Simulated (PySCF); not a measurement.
Be(I)(Me) (CH₃BeI), SMILES [I][Be][CH3]. Atoms are numbered in the order given.

```xyz
6

Be     0.0000     0.0000     1.5027
I      0.0000     0.0000    -0.6754
C      0.0000     0.0000     3.1751
H      0.8812     0.5088     3.5791
H      0.0000    -1.0175     3.5791
H     -0.8812     0.5088     3.5791
```

Geometry optimised at PBE0-D3(BJ)/def2-TZVP. The def2 effective core potentials stand for the cores of I; spin–orbit coupling is left out.

Method: PBE0-D3(BJ)/def2-TZVP (PySCF).

Frequencies are harmonic and unscaled.

Modes within 1.5 cm⁻¹ of each other (mostly degenerate sets) share a row, with their intensities summed.

Computed vibrational spectrum:
```json
[
 {"mode": "1–2", "ν (cm⁻¹)": "191", "IR (km/mol)": "17.7", "Raman (Å⁴/amu)": "1.4", "depolarisation": "0.75", "moving atoms (share of kinetic energy)": "Be 70 %, H 25 %"},
 {"mode": "3", "ν (cm⁻¹)": "354", "IR (km/mol)": "8.9", "Raman (Å⁴/amu)": "13.8", "depolarisation": "0.11", "moving atoms (share of kinetic energy)": "C 55 %, Be 15 %, I 15 %, H 15 %"},
 {"mode": "4–5", "ν (cm⁻¹)": "669", "IR (km/mol)": "93.0", "Raman (Å⁴/amu)": "8.2", "depolarisation": "0.75", "moving atoms (share of kinetic energy)": "H 67 %, C 19 %, Be 14 %"},
 {"mode": "6", "ν (cm⁻¹)": "1033", "IR (km/mol)": "186.1", "Raman (Å⁴/amu)": "0.3", "depolarisation": "0.61", "moving atoms (share of kinetic energy)": "Be 75 %, H 15 %, C 9 %"},
 {"mode": "7", "ν (cm⁻¹)": "1236", "IR (km/mol)": "72.5", "Raman (Å⁴/amu)": "3.7", "depolarisation": "0.04", "moving atoms (share of kinetic energy)": "H 71 %, C 25 %"},
 {"mode": "8–9", "ν (cm⁻¹)": "1435", "IR (km/mol)": "4.8", "Raman (Å⁴/amu)": "6.9", "depolarisation": "0.75", "moving atoms (share of kinetic energy)": "H 95 %"},
 {"mode": "10", "ν (cm⁻¹)": "3034", "IR (km/mol)": "0.5", "Raman (Å⁴/amu)": "171.0", "depolarisation": "0.00", "moving atoms (share of kinetic energy)": "H 97 %"},
 {"mode": "11–12", "ν (cm⁻¹)": "3112", "IR (km/mol)": "11.6", "Raman (Å⁴/amu)": "174.9", "depolarisation": "0.75", "moving atoms (share of kinetic energy)": "H 91 %, C 9 %"}
]
```
